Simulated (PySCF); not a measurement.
# Reading the logs of faulty runs: FH5OSi2

These are calculations, not measurements. They come from PySCF 2.14.0, an open-source quantum chemistry program, on an isolated molecule that a program drew, which may never have been made. The molecule is FH5OSi2 (charge 0, singlet), drawn as the SMILES string `O[SiH2][SiH2]F`.

Each row is a Hartree-Fock (HF) and frozen-core CCSD(T) single point in the cc-pV(D+d)Z basis, meant for a local HF minimum. Run 1 is clean. Each other run has one planted mistake out of seven kinds, and not every kind appears here: one electron removed, one electron added, multiplicity raised by two, geometry at a saddle point, minimal basis STO-3G, one bond length entered in bohr, all coordinates scaled. The reference is restricted for singlets and unrestricted otherwise, and also for a bond in bohr. Adding or removing an electron swaps singlet and doublet. Electrons count all cores. HOMO and LUMO are orbital energies over both spins, the gradient is its largest component, and the lowest frequency (negative if imaginary) is given only where the gradient is small. Bond lengths are over the 8 bonds as drawn. T1 is the CCSD diagnostic: over 0.02 (restricted) or 0.045 (unrestricted) a single reference is doubtful.

Geometry of the clean run:
```xyz
9
FH5OSi2, angstrom
O    -1.2695   -1.7786    1.1804
Si   -0.9958   -1.2743   -0.3746
Si   -3.0493   -1.0040   -1.5139
F    -2.7521   -0.3589   -2.9761
H    -1.5925   -1.1622    1.8199
H    -0.2531    0.0089   -0.3961
H    -0.1828   -2.3244   -1.0166
H    -3.9535   -0.0755   -0.8001
H    -3.7538   -2.2838   -1.7316
```

| run | electrons | basis functions | <S^2> | HOMO (eV) | LUMO (eV) | gradient (hartree/bohr) | lowest frequency (cm^-1) | mean bond (Å) | longest bond (Å) | T1 | HF (hartree) | CCSD(T) (hartree) | mistake |
|---|---|---|---|---|---|---|---|---|---|---|---|---|---|
| 1 | 50 | 99 | 0.000 | -10.84 | 2.52 | 2.0e-05 | 52 | 1.5633 | 2.364 | 0.0123 | -755.18271 | -755.80829 | no fault |
| 2 | 51 | 99 | 0.758 | 1.55 | 8.47 | 4.7e-02 | - | 1.5633 | 2.364 | 0.0146 | -755.10697 | -755.75451 | one electron added |
| 3 | 49 | 99 | 0.766 | -18.50 | -8.77 | 8.3e-02 | - | 1.5633 | 2.364 | 0.0242 | -754.82256 | -755.44288 | one electron removed |
| 4 | 50 | 99 | 0.000 | -10.82 | 2.34 | 3.6e-02 | - | 1.6306 | 2.466 | 0.0133 | -755.16766 | -755.79992 | all coordinates scaled |
| 5 | 50 | 99 | 0.940 | -8.99 | 1.08 | 5.2e-03 | - | 1.7441 | 3.072 | 0.0416 | -755.02598 | -755.61963 | ? |

**Which mistake was planted in run 5, and what did it cost?**

The mean bond changes by a factor of 1.116 and the longest by 1.299, so the molecule wasn't scaled as a whole. A length L in bohr read as angstrom grows by (1/0.5292 - 1) L = 0.890 L. The 8 bonds together grew by 8 x 0.1808 = 1.446 Å, which gives L = 1.626 Å. That is bond Si3-F4, 1.626 Å in the clean geometry. So the mistake is: one bond length entered in bohr. Subtracting run 1 and multiplying by 627.51 kcal/mol a hartree, the energy moved by 98.3 kcal/mol in HF and 118.4 kcal/mol in CCSD(T).

Cautions from the logs. Run 2: the HOMO is above zero, so the electron isn't bound and the energy depends on the basis.
